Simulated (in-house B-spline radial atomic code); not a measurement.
The numbers below are computed, except where a source is named.
# Cl in an electron gas of r_s = 4: phase shifts, screening and friction

A nucleus sits in a uniform electron gas with a rigid positive background. The Kohn-Sham equations are solved self-consistently in the spin-unpolarised LDA (PW92), non-relativistic, on B-splines with outgoing waves at the boundary and partial waves to l = 8. The model has no lattice, no bands and no magnetic solution. Atomic units; δ_l are the phase shifts at the Fermi level, counted so that each bound state adds π, and good to about 0.0005.

The density parameter is r_s = 4 bohr.

| l | δ_l (rad) |
| --- | --- |
| 0 | 8.5754 |
| 1 | 5.9122 |
| 2 | 0.0716 |
| 3 | 0.0060 |
| 4 | -0.0007 |
| 5 | 0.0000 |
| 6 | 0.0000 |
| 7 | 0.0001 |
| 8 | 0.0000 |

Bound levels below the band bottom (hartree): s -100.1, s -8.898, p -6.748, s -0.5041, p -0.08944.

(1) Check the Friedel sum rule, and say where the screening charge sits.

(2) Find the transport cross section and the electronic stopping of a 10 keV Cl ion (mass 35.45 u).

Answers

(1) k_F = (9π/4)^(1/3)/r_s = 0.47979. The rule is Z = (2/π) Σ (2l + 1) δ_l. The terms are s 5.459, p 11.291, d 0.228, f 0.027 and -0.003 beyond, in all 17.002 against Z = 17. Bound states hold 6 s, 12 p, 0 d electrons, so the scattering states carry -1.00 in all; where a term is smaller than its bound count, the bound level has drawn weight out of the band.

(2) σ_tr = (4π/k_F²) Σ (l + 1) sin²(δ_l − δ_(l+1)). The terms for l = 0 to 3 are 0.2119, 0.3668, 0.0129, 0.0002, all together 0.5918, so σ_tr = 54.589 × 0.5918 = 32.308 bohr². With n = 3/(4π r_s³) = 0.00373, the friction coefficient is Q = n k_F σ_tr = 0.0578. For v well below v_F = 0.480, dE/dx = Q v; with 24801 eV per u at v = 1, v = √(10000/(24801 × 35.45)) = 0.1066, so dE/dx = 0.00617 hartree/bohr = 3.17 eV/nm. The largest term couples the p and d waves.
